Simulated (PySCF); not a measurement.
PySCF job for PbCl3, SMILES [Cl][Pb-]([Cl])[Cl], charge -1, PBE0-D3(BJ)/def2-SVPD. Geometry optimised at PBE0-D3(BJ)/def2-SVPD. The isomer is the one that the SMILES or the coordinates give; other isomers of the formula were not compared. The def2 effective core potentials stand for the cores of Pb; spin–orbit coupling is left out.

```python
import numpy as np
from pyscf import gto, scf, dft, df
from pyscf.hessian import thermo

mol = gto.M(
    atom='''
    Pb    0.00000000    0.00000000    0.45818951
    Cl    2.01396899    1.16276554   -0.73669686
    Cl   -2.01396900    1.16276554   -0.73669686
    Cl    0.00000000   -2.32553109   -0.73669686
    ''',
    basis='def2-SVPD',
    ecp={'Pb': 'def2-svp'},
    charge=-1,
    spin=0,
    max_memory=1600,
    verbose=3,
)
mf = dft.RKS(mol, xc='pbe0').density_fit(auxbasis='def2-universal-jkfit')
mf.disp = 'd3bj'
mf.grids.level = 3
mf.conv_tol = 1e-11
mf.max_cycle = 100
mf.kernel()

# [left out here: the lines that compute and print the analytic Hessian (its translational invariance restored by hand, since the grid's response is missing), thermochemistry and intensities]
```

Output:

```
converged SCF energy = -1572.88201165578

WARN: DFTD3 does not support analytical Hessian, using finite difference


WARN: Mole.unit (angstrom) is changed to Bohr

Mode                                 0                   1                   2
Irrep
Freq [cm^-1]                       73.2110             73.2180             80.9002
Reduced mass [au]                  37.6201             37.6198             43.0280
Force const [Dyne/A]                0.1188              0.1188              0.1659
Char temp [K]                     105.3343            105.3443            116.3974
Normal mode                   x     y     z       x     y     z       x     y     z
       0  Pb                 0.00 -0.02  0.00   -0.02 -0.00  0.00    0.00 -0.00 -0.03
       1  Cl                -0.07  0.08 -0.02   -0.01 -0.07 -0.03    0.05  0.03  0.06
       2  Cl                 0.07  0.08 -0.02   -0.00  0.07  0.03   -0.05  0.03  0.06
       3  Cl                -0.00 -0.05  0.04    0.12 -0.00  0.00   -0.00 -0.06  0.06
Mode                                 3                   4                   5
Irrep
Freq [cm^-1]                      241.9005            241.9038            266.6775
Reduced mass [au]                  41.7423             41.7427             39.6103
Force const [Dyne/A]                1.4391              1.4392              1.6597
Char temp [K]                     348.0410            348.0457            383.6895
Normal mode                   x     y     z       x     y     z       x     y     z
       0  Pb                 0.00 -0.03 -0.00    0.03  0.00  0.00    0.00  0.00 -0.02
       1  Cl                 0.04  0.03 -0.03   -0.08 -0.04  0.05   -0.07 -0.04  0.05
       2  Cl                -0.04  0.03 -0.03   -0.08  0.04 -0.05    0.07 -0.04  0.05
       3  Cl                -0.00  0.11  0.06   -0.01 -0.00 -0.00    0.00  0.08  0.05
temperature 298.1500 [K]
pressure 101325.00 [Pa]
Rotational constants [GHz] 1.30281 1.30281 0.87869
Symmetry number 3
Zero-point energy (ZPE) 0.00223 [Eh]   5848.608 [J/mol]
                           tot       elec      trans        rot        vib
Entropy [J/mol/K]       367.740      0.000    180.433    115.366     71.941
Cv [J/mol/K]             71.729      0.000     12.472     12.472     46.785
Cp [J/mol/K]             80.043      0.000     20.786     12.472     46.785
Internal energy [J/mol]                      3718.434   3718.434  15840.266
Internal energy [Eh]   -1572.87315  -1572.88201
Enthalpy [J/mol]                             6197.391   3718.434  15840.266
Enthalpy [Eh]          -1572.87220
Gibbs free energy [J/mol]                  -47598.584 -30677.964  -5608.894
Gibbs free energy [Eh] -1572.91396
mode   freq/cm-1   IR/(km/mol)
   1       73.21         1.272
   2       73.22         1.269
   3       80.90         6.194
   4      241.90       100.933
   5      241.90       100.939
   6      266.68        32.196
max |gradient| / (hartree/bohr): 0.00022463295192844145
APT charges: [ 1.4147 -0.8048 -0.8048 -0.8048]
```

The calculation finished and met its thresholds.
